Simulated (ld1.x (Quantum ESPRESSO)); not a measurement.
## Ranking RRKJ potentials for B

All share these settings but for the change named:

boron, norm-conserving RRKJ (Kleinman–Bylander form), made with ld1.x (Quantum ESPRESSO) 7.5 (PBE, scalar-relativistic). Core [He], reference 2s1.5 2p1.5. Waves: 2p (bound): rc 2.70 bohr; 3d channel at -0.05 Ry: rc 2.40 bohr; 2s (bound): rc 1.40 bohr. Local part: the s channel. Core correction: a·sin(br)/r model core, default radius (core density twice the valence density).

Cutoff: the first of the cutoffs (Ry, on a coarse ladder) from which the occupation-weighted sum of valence levels, in a spherical-Bessel basis at the reference potential, stays within 10 and 1 mRy of its value at 400 Ry; the density cutoff is not measured.

The base gives 18 Ry.

Of 9 variants that were run, those that failed, showed a ghost or another fault, or gave nearly equal values are left out.

A variant can come out equal or close to the base.

Q: Rank these variants from softest to hardest (loose cutoff).
A. wave 2p (bound): rc 2.70 bohr becomes 2p (bound): rc 2.26 bohr
B. wave 2p (bound): rc 2.70 bohr becomes 2p (bound): rc 1.72 bohr
C. wave 2p (bound): rc 2.70 bohr becomes 2p (bound): rc 3.40 bohr

A: C (18 Ry), A (21 Ry), B (25 Ry).
